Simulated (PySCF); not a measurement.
## Working out the ionisation energy of Fe²⁺

Fe²⁺ [Ar] 3d6 (5D) → Fe³⁺ [Ar] 3d5 (6S). Calculation: PySCF 2.14, in pcseg-2; no relativity, point nucleus. Frozen: [Ar]. Energies in hartree (1 hartree = 27.21139 eV):

```tsv
part	Fe²⁺ (lower)	Fe³⁺ (upper)
UHF	-1261.640335	-1260.595835
MP2 opposite-spin	-0.044026	0.000000
MP2 same-spin	-0.059169	-0.050768
```

What does Hartree-Fock give?

(-1260.595835) − (-1261.640335) = 1.044500 hartree = 28.422 eV.

What do MP2 and SCS-MP2 (6/5 opposite-spin, 1/3 same-spin) give?

The opposite-spin parts differ by 1.198 eV and the same-spin parts by 0.229 eV. MP2: 28.422 + (1.198) + (0.229) = 29.849 eV. SCS-MP2: 28.422 + 1.2 × (1.198) + (0.229)/3 = 29.936 eV.

Reference: 30.651 ± 0.012 eV (measured; NIST Atomic Spectra Database, ionization energies), between the lowest levels; spin-orbit coupling is absent from the calculation.

The calculation is non-relativistic.

What remains against the reference includes basis incompleteness, the frozen core and correlation beyond second order.
